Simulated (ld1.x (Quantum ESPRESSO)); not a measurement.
## PW91 RRKJ dataset for Ir (Z = 77), scalar-relativistic all-electron reference.

iridium (Ir), norm-conserving RRKJ (Kleinman–Bylander form), made with ld1.x (Quantum ESPRESSO) 7.5 (PW91, scalar-relativistic). Core [Kr] 4d10 4f14, reference 5s2 5p6 5d7 6s2 6p0. Waves: 5s (bound): rc 1.40 bohr; 5p (bound): rc 1.75 bohr; 5d (bound): rc 2.15 bohr. Local part: the d channel. Core correction: a·sin(br)/r model core inside 1.40 bohr.

Occupied shells without a wave of their own: 6s. They enter only through the test configuration that unscreens the potential, and ld1.x also counts them in the model core charge.

All-electron outer shells of the reference configuration (PW91, scalar-relativistic, ld1.x):

```
shell  level (eV)  outermost node (bohr)  outermost maximum (bohr)
   4d     -291.06                   0.21                      0.42
   5s      -98.08                   0.50                      0.89
   4f      -62.28                      –                      0.39
   5p      -54.77                   0.54                      1.01
   5d       -7.20                   0.59                      1.29
   6s       -6.40                   1.17                      2.38
   6p       -1.28                   1.39                      3.47
```

Q: Is a potential produced?

A: No. ld1.x (Quantum ESPRESSO) 7.5 stopped with "the pseudo-atom did not reach self-consistency". Before that it printed "Warning: n=2, l=0 expected 1 nodes, found 2".
